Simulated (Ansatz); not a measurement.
Geometry optimisation, Ansatz, RKS B3LYP-D4/6-31G*.

Input file:

```yaml
crystal:
  periodic: [false, false, false]
  atoms:
    - { symbol: Al, position_ang: [-1.055011, -0.403396, 2.204496] }
    - { symbol: "N", position_ang: [0.537863, -0.524012, -0.570809] }
    - { symbol: C, position_ang: [0.086282, 0.164126, -1.779512] }
    - { symbol: "N", position_ang: [0.119947, 0.784107, 2.225999] }
    - { symbol: H, position_ang: [0.870242, 0.142739, 0.127436] }
    - { symbol: H, position_ang: [-2.124877, -1.531012, 1.986251] }
    - { symbol: H, position_ang: [1.30322, -1.161964, -0.777247] }
    - { symbol: H, position_ang: [-0.404816, -0.547834, -2.454049] }
    - { symbol: H, position_ang: [0.883348, 0.674016, -2.347819] }
    - { symbol: H, position_ang: [-0.655491, 0.919257, -1.498259] }
    - { symbol: H, position_ang: [0.439392, 1.483873, 2.883612] }
basis:
  gaussian: { orbitals: "6-31G*" }
hamiltonian:
  xc: b3lyp
  dispersion: d4
relax:
  f_tol: 0.03
  max_steps: 50
```

Run as:

```bash
$ ansatz run input.yaml --threads 2 --pin off --max-ram 3072MiB --backend cpu --events-out ev --progress --plain --runs-dir out
```

Task: Where does it end, and by what steps?

Result: The forces met the threshold. After 13 steps the energy has fallen by 1.068 eV; Al1 moved furthest, 0.92 Å. Joined: Al1–N2 (3.20 → 2.03 Å).

| step | energy less start (eV) | largest force component (eV/Å) | accepted |
| --- | --- | --- | --- |
| 0 | 0.0000 | 0.461 | yes |
| 1 | -0.1854 | 0.676 | yes |
| 2 | -0.4418 | 0.941 | yes |
| 3 | -0.7126 | 0.733 | yes |
| 4 | -0.9167 | 0.882 | yes |
| 5 | -0.9376 | 1.359 | yes |
| 6 | -1.0336 | 0.252 | yes |
| 7 | -1.0534 | 0.139 | yes |
| 8 | -1.0338 | 0.352 | no |
| 9 | -1.0634 | 0.061 | yes |
| 10 | -1.0657 | 0.127 | yes |
| 11 | -1.0677 | 0.054 | yes |
| 12 | -1.0651 | 0.220 | no |
| 13 | -1.0684 | 0.022 | yes |

```xyz
11
Properties=species:S:1:pos:R:3
Al -0.622 -0.336 1.393
N 0.530 -0.336 -0.284
C -0.071 0.099 -1.568
N 0.278 0.885 2.167
H 1.161 0.379 0.101
H -1.770 -1.413 1.168
H 1.075 -1.188 -0.419
H -0.792 -0.652 -1.899
H 0.686 0.242 -2.346
H -0.597 1.042 -1.403
H 0.122 1.279 3.091
```

Whether the end is a true minimum wasn't checked by a vibrational analysis.

Time of the run: 21 s on 2 threads of Intel(R) Xeon(R) Platinum 8488C (Sapphire Rapids), on a shared host, peak memory 0.17 GiB.
